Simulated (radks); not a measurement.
Q: Species: Rb+. Configuration: [Kr]. All-electron calculation, scalar-relativistic Kohn-Sham, PBE, spin-polarised, spherical densities, finite nucleus; Fermi nuclear charge, rms radius 4.2036 fm; hard spherical wall at 12 bohr. Program: a radial shooting solver on a logarithmic mesh with Libxc functionals. Some entries of the table are withheld. Estimate them.

orbital,occ.,eigenvalue (eV),<r^2> (bohr^2)
1s,2,-15039.29,0.002188
2s,2,-2013.990,0.03729
2p,6,-1786.032,0.02943
3s,2,-303.7770,0.2994
3p,6,(1),0.3145
3d,10,-109.7434,(2)
4s,2,-37.6303,2.408
4p,6,(3),3.405

A: 
(1) 3p eigenvalue (eV): -230.6568
(2) 3d <r^2> (bohr^2): 0.3382
(3) 4p eigenvalue (eV): -21.6506
